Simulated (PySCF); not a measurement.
Start geometry of `B[SiH2]C[SiH3]` from a GFN2-xTB structure with every atom displaced at random (by about 0.01 Å) (Å):
```
atom  x, y, z in Å
B1     2.1787    0.5614   -0.6532
Si2    1.0026   -0.9125   -0.1433
C3    -0.8503   -0.6573   -0.6231
Si4   -1.6717    0.7929    0.2415
H5     1.7516    1.6749   -0.7541
H6     3.2915    0.4354   -0.8865
H7     1.3947   -2.2184   -0.7233
H8     1.0444   -1.1467    1.3130
H9    -0.9014   -0.5104   -1.6756
H10   -1.3804   -1.5747   -0.3869
H11   -1.6583    0.6114    1.7071
H12   -3.1046    0.8570   -0.1665
H13   -1.0909    2.0700   -0.1206
```

Q: What comes out of this run: PBE0-D3(BJ)/def2-SVP geometry optimisation, gas phase in PySCF 2.14.0?

A: 
```
atom  x, y, z in Å
B1     2.048    0.638   -0.847
Si2    0.912   -0.907   -0.233
C3    -0.927   -0.722   -0.621
Si4   -1.755    0.695    0.298
H5     1.651    1.448   -1.653
H6     3.185    0.756   -0.455
H7     1.470   -2.116   -0.937
H8     1.089   -1.153    1.237
H9    -1.039   -0.553   -1.706
H10   -1.456   -1.660   -0.380
H11   -1.801    0.404    1.764
H12   -3.151    0.927   -0.185
H13   -0.975    1.959    0.102
```

The energy falls by 0.220 eV over 15 energy and gradient evaluations, the largest force component goes from 0.0338 to 4.3e-04 Eh/bohr, and the atoms move by 0.322 Å rms after alignment. The bond that changes most is B1–H6 (three-coordinate boron to B–H hydrogen), which lengthens by 0.065 Å. Bonds longer at the end by more than 0.005 Å: 9 of 12; shorter: 1. Among the angles that change most is B1–Si2–H7, from 113.8° to 105.3°. Among the dihedrals that turn most is H5–B1–Si2–H8, from -94° to -141°. Rotational constants go from 7582, 2162, 1858 to 7314, 2173, 1874 MHz. The orientation of the end geometry is arbitrary; only internal coordinates are fixed.

The run used 109 basis functions and 89 SCF cycles in all.

Not checked by PBE0-D3(BJ)/def2-SVP frequencies. One conformer, not necessarily the lowest.
